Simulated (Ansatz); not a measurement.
A structure relaxed at PBE0-D4/def2-TZVP in Ansatz, charge 0, doublet:

```xyz
4

V     0.4255   -0.1620    0.4437
O    -1.1157   -0.6360   -0.3306
O     0.7512    1.2095    1.1464
O    -0.0609   -0.4115   -1.2595
```

(1) Give its formula and point group.

(2) Summarise the bond lengths by kind (pairs closer than 1.2 times the sum of covalent radii, bridged metal pairs left out).

## Answers

(1) VO3. Point group Cs (tolerance 0.1 Å).

(2) 3 × O–V 1.58 to 1.79 Å; 1 × O–O 1.42 Å. The metal has 3 neighbours: O 1.79 Å, O 1.58 Å, O 1.79 Å.

The structure holds one bond between oxygen atoms, so isomers without such links may lie far lower. The relaxation made no stability test and no search for a lower SCF solution. The structure comes from a short search, and lower isomers may exist.
